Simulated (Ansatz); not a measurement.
BeCl2, SMILES [Be]([Cl])[Cl].

Geometry optimised at B3LYP-D3(BJ)/def2-TZVP. The isomer is the one that the SMILES or the coordinates give; other isomers of the formula were not compared.

Two levels are set side by side: PBE/def2-TZVPD (Ansatz, a first-principles code) and CAM-B3LYP/def2-TZVPD (Ansatz). Energy differences of separate SCF runs at the same geometry; the states with an electron removed or added have multiplicity 2 and 2. Differences are taken from unrounded values.

| quantity | CAM-B3LYP |
|---|---|
| vertical ionisation energy (eV) | 12.15 |
| vertical singlet–triplet gap (eV) | 7.63 |

Question: What does PBE give, and how far is it from CAM-B3LYP? (Estimate from the structure and the level; the computed values follow.)

Answer: 
```json
[
 {"quantity": "vertical ionisation energy (eV)", "PBE": "11.50", "PBE minus CAM-B3LYP": "-0.65"},
 {"quantity": "vertical singlet–triplet gap (eV)", "PBE": "6.78", "PBE minus CAM-B3LYP": "-0.84"}
]
```
